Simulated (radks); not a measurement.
Results of a calculation; reference values are marked as such.
Task: The barium ion Ba2+, [Xe]. Code: a radial shooting solver on a logarithmic mesh with Libxc functionals. Model: non-relativistic Kohn-Sham, r2SCAN, spin-polarised, spherical densities, point nucleus; meta-GGA in the generalised Kohn-Sham scheme. Every spin shell is full or empty, so the densities are truly spherical. Functionals are evaluated on that one density, not self-consistently. Rank these exchange functionals by their error against the exact value of the orbitals, and give that value: LDA, B88, revPBE, RPBE, OPTX, WC, SOGGA, B86b, G96, EV93, SCAN, r2SCAN, Tao-Mo.

Result: Exact: -188.876 hartree. From best to worst, with 100 (|E| - |E exact|)/|E exact| (equal figures are ties): B88 0.00, B86b -0.04, SCAN +0.13, r2SCAN -0.14, RPBE -0.27, revPBE -0.32, G96 +0.34, EV93 -0.40, Tao-Mo -0.84, WC -0.84, OPTX +1.31, SOGGA -2.22, LDA -4.68.
